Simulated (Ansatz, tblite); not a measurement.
Cost and result up the ladder for GaBr3 (4 atoms). Total charge 0; singlet. Geometry: PBE-D4/def2-SVP.

Cartesian coordinates in Å:
```
Ga 0.0000 0.0002 0.0002
Br -1.1165 -1.8750 -0.6730
Br -0.9219 2.0618 -0.3401
Br 2.0385 -0.1870 1.0129
```

Ansatz on 2 threads of AMD EPYC 7R13 on a shared host; xTB runs through tblite on one thread. Times are rough, summed over both states, and most runs start from the orbitals of an earlier one. PBE0-D4/def2-TZVP serves as the yardstick here, not as an exact answer. The other state is a triplet.

The xTB rows come from tblite.

xTB has no spin-polarisation term.

```tsv
level	functions	wall time	vertical triplet (eV)	difference from PBE0-D4/def2-TZVP (eV)
GFN1-xTB	36	0.012 s	4.76	0.03
GFN2-xTB	36	0.013 s	3.87	-0.87
PBE-D4/def2-TZVP (with forces)	192	9.3 s	4.14	-0.60
r2SCAN-D4/def2-TZVP	192	22 s	4.46	-0.27
PBE0-D4/def2-TZVP	192	22 s	4.74	0.00
```
